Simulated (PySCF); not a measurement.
Deuteron quadrupole couplings in `CCC1C[C@@H](F)[C@H](F)C1`

C7H12F2.
Z-matrix (Å and degrees, GFN2-xTB geometry), rows numbered from 1:
```
C 
C   1  1.5241
C   2  1.5258  1  112.57
C   3  1.5335  2  112.73  1   176.74
C   4  1.5303  3  105.30  2   158.73
F   5  1.3782  4  110.77  3  -137.71
C   5  1.5396  4  106.32  3   -18.13
F   7  1.3810  5  109.02  4   112.18
C   7  1.5253  5  106.06  4    -6.17
H   1  1.0867  2  110.86  3    63.57
H   1  1.0874  2  110.54  3   -56.72
H   1  1.0871  2  110.24  3  -176.54
H   2  1.0923  1  109.21  3   120.63
H   2  1.0925  1  109.41  3  -121.75
H   3  1.0947  2  109.15  1    55.42
H   4  1.0878  3  112.65  2   -78.58
H   4  1.0917  3  109.90  2    42.52
H   5  1.0951  4  113.41  3   102.93
H   7  1.0946  5  111.51  4  -130.99
H   9  1.0903  3  110.14  2   -44.19
H   9  1.0880  3  113.10  2    78.34
```

Level: PBE0/pcSseg-1 (PySCF, non-relativistic); Q(2H) = 0.00286 b; rigid geometry, the same for H and D, with no vibrational averaging.

Question: Rank these positions by the coupling χzz of a deuteron there, largest first.
A. H17 (methylene hydrogen)
B. H15 (methine hydrogen)
C. H21 (methylene hydrogen)
D. H19 (methine hydrogen)

Answer: C (209 kHz), A (203 kHz), B (198 kHz), D (193 kHz).

Give the electric field gradient Vzz (the principal value of largest size), its asymmetry and the 2H coupling at each hydrogen.

| atom | bonded to | bond length (Å) | Vzz (au) | η | χzz (kHz) |
| --- | --- | --- | --- | --- | --- |
| H10 | C1 | 1.087 | 0.3167 | 0.02 | 213 |
| H11 | C1 | 1.087 | 0.3153 | 0.02 | 212 |
| H12 | C1 | 1.087 | 0.3168 | 0.01 | 213 |
| H13 | C2 | 1.092 | 0.3035 | 0.02 | 204 |
| H14 | C2 | 1.092 | 0.3030 | 0.02 | 204 |
| H15 | C3 | 1.095 | 0.2952 | 0.01 | 198 |
| H16 | C4 | 1.088 | 0.3125 | 0.02 | 210 |
| H17 | C4 | 1.092 | 0.3020 | 0.01 | 203 |
| H18 | C5 | 1.095 | 0.2849 | 0.07 | 191 |
| H19 | C7 | 1.095 | 0.2869 | 0.07 | 193 |
| H20 | C9 | 1.090 | 0.3063 | 0.01 | 206 |
| H21 | C9 | 1.088 | 0.3113 | 0.01 | 209 |

How does χzz go with the bond length over the 12 C–H bonds?

A straight-line fit has a slope of -22.0 kHz for each 0.01 Å, with a correlation coefficient of -0.96, over lengths from 1.087 to 1.095 Å. The longer bonds have the smaller couplings here.

Geometry: GFN2-xTB, one conformer, isolated molecule. GFN2-xTB bond lengths can be off by several hundredths of an ångström, more for odd bonds, and the gradients follow them. These gradients aren't converged with respect to the basis.
